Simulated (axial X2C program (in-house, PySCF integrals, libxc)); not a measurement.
**Se₂⁻: cheaper levels and CCSD(T), two-component**

Computed with an in-house relativistic program for diatomic molecules. Two-component (2c) means X2C with spin–orbit coupling and atomic mean-field two-electron Coulomb and Gaunt terms. Basis: Se dyall-acv3z [9s10p7d5f1g] (cores contracted in-house); Gaussian nuclei, density fitting, unrestricted open shells. Masses: Se 79.917 u.

State: Ω = 3/2 (⟨Sz⟩ = 0.50, ⟨Lz⟩ = 1.00 at HF); fragments Se- + Se.

| level | Re (Å) | ωe (cm⁻¹) | De (eV) |
| --- | --- | --- | --- |
| PBE0 | 2.276 | 326.9 | 3.45 |
| HF | 2.259 | 350.5 | n/a |
| MP2 | 2.288 | 319.4 | 3.26 |
| CCSD | 2.290 | 321.6 | 2.94 |
| BP86 | 2.317 | 298.8 | 3.67 |

Correlated methods: 13 electrons correlated (number of frozen shells: Se 3 s, 2 p, 1 d), 291 virtual spin orbitals or spinors in MP2, 90 natural virtuals in coupled cluster.

CCSD(T), same Hamiltonian and basis:

Re = 2.302 Å, ωe = 310.6 cm⁻¹, De = 3.10 eV; T1 = 0.012 (Lee–Taylor normalisation).

Q: Give the differences from CCSD(T) in the columns below.

A: 

| level | ΔRe (Å) | Δωe (cm⁻¹) | ΔDe (eV) |
| --- | --- | --- | --- |
| PBE0 | -0.026 | 16 | 0.35 |
| HF | -0.043 | 40 | n/a |
| MP2 | -0.014 | 9 | 0.16 |
| CCSD | -0.012 | 11 | -0.16 |
| BP86 | 0.015 | -12 | 0.57 |

The state is one determinant whose occupation by symmetry is held fixed; it was picked as the lowest of a PBE0 search that is not exhaustive. Dissociation energies refer to the lowest single-determinant-based atoms at the same level and basis. De is not given where an atomic determinant may have missed its ground term or J level, or where the truncated virtual space spoils (T). Density functionals use the spin component along the axis (collinear). Coupled cluster ran in a truncated set of natural virtual spinors; the MP2 energy of the rest was added. (T) has no such correction and the atoms are truncated less, which lowers De at CCSD(T) by a hundredth of an eV or more. The functionals have no current-density term, which raises determinants with orbital currents, atoms included. The highest occupied level of some functionals is positive through self-interaction error; at Hartree–Fock it is bound.
